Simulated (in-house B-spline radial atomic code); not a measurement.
Configurations of Dy IX (Dy8+), with energies counted from [Kr] 4d10 4f8 5s2 5p2. Level of theory: scalar-relativistic (X2C) CAM-B3LYP, spin-polarised, spherical fractional occupations, Fermi nucleus of rms radius 5.2218 fm; calculated with a radial B-spline atomic code at the basis-set limit. Shells without spins written out take the highest spin.

Caution: exact exchange at fractional occupations of open shells leaves self-interaction of up to several eV.

Occupations are held fixed; configurations that lie above the ionisation limit could autoionise.

| configuration | E - E(ref) (eV) | highest orbital | its <r> (bohr) |
| --- | --- | --- | --- |
| [Kr] 4d10 4f7 5s2 5p3 | -18.343 | 5p up | 1.29 |
| [Kr] 4d10 4f(2 up, 6 down) 5s2 5p(0 up, 2 down) | 13.416 | 4f up | 0.7277 |
| [Kr] 4d10 4f(4 up, 4 down) 5s2 5p(2 up, 0 down) | 25.11 | 4f down | 0.7187 |
| [Kr] 4d10 4f7 5s2 5p2 6s1 | 44.437 | 6s up | 2.215 |
| [Kr] 4d10 4f7 5s2 5p2 6p1 | 57.02 | 6p up | 2.451 |
| [Kr] 4d9 4f8 5s2 5p3 | 145.86 | 4f down | 0.7112 |
| [Kr] 4d9 4f9 5s2 5p2 | 162.02 | 4f down | 0.7284 |
| [Kr] 4d(5 up, 4 down) 4f(6 up, 2 down) 5s2 5p(0 up, 2 down) 5f(1 up, 0 down) | 248.84 | 5f up | 2.134 |

(1) Order these further configurations by energy, lowest first.
A. [Kr] 4d(5 up, 4 down) 4f(5 up, 3 down) 5s2 5p(2 up, 0 down) 5d(0 up, 1 down)
B. [Kr] 4d10 4f(4 up, 3 down) 5s2 5p(2 up, 0 down) 5f(0 up, 1 down)
C. [Kr] 4d9 4f8 5s2 5p2 5f1
D. [Kr] 4d9 4f8 5s2 5p2 6d1
E. [Kr] 4d10 4f9 5s2 5p1

(2) How far above the reference does [Kr] 4d10 4f(3 up, 5 down) 5s2 5p(1 up, 1 down) lie?

(3) How far above the reference does [Kr] 4d10 4f8 5s2 5p1 5d1 lie?

(4) How far above the reference does [Kr] 4d10 4f(3 up, 5 down) 5s2 5p(1 up, 0 down) 5d(1 up, 0 down) lie?

(5) Is the reference the lowest configuration at this level of theory?

Results:

(1) E (16.805 eV), B (99.628 eV), A (219.66 eV), C (229.11 eV), D (237 eV).

(2) 26.342 eV; its least bound orbital is 4f up with <r> = 0.7262 bohr.

(3) 41.814 eV; its least bound orbital is 5d up with <r> = 1.571 bohr.

(4) 64.717 eV; its least bound orbital is 5d up with <r> = 1.584 bohr.

(5) No: [Kr] 4d10 4f7 5s2 5p3 lies 18.34 eV lower with this functional.
